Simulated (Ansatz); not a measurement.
A structure relaxed at PBE0-D4/def2-TZVP, charge 0, multiplicity 1:

```xyz
6

F     1.6833   -1.0764    2.2347
Al    0.8528   -0.5154    0.9393
Si   -0.7808    0.4000   -0.4006
S     1.1690   -0.3207   -1.1829
H    -0.9875    1.8542   -0.6238
H    -1.9368   -0.3418   -0.9667
```

Task: Give its formula and SMILES.

Result: AlFH2SSi, `[F][Al]1[SiH2][S]1`.

Task: Point group (tolerance 0.08 Å, 0.16 Å for H)?

Result: Cs.

Task: Summarise the bond lengths by kind.

Result: 1 × Al–F 1.638 Å; 1 × Al–Si 2.303 Å; 1 × Al–S 2.154 Å; 1 × S–Si 2.221 Å; 2 × H–Si 1.486 Å.

Program: Ansatz 0.2.0.
